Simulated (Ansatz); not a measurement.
Species: H4BSi, SMILES `[SiH2]B` (charge 0, multiplicity 2), formula H$_{4}$BSi.

Problem. How many basis functions does frozen-core CCSD(T)/def2-TZVPP // PBE0-D4/def2-TZVP in Ansatz (an electronic-structure program) use, how many core orbitals are frozen, and how many electrons are correlated?

Solution. 129 basis functions and 6 frozen orbitals, which leaves 11 correlated electrons. Core time is of the order of seconds.
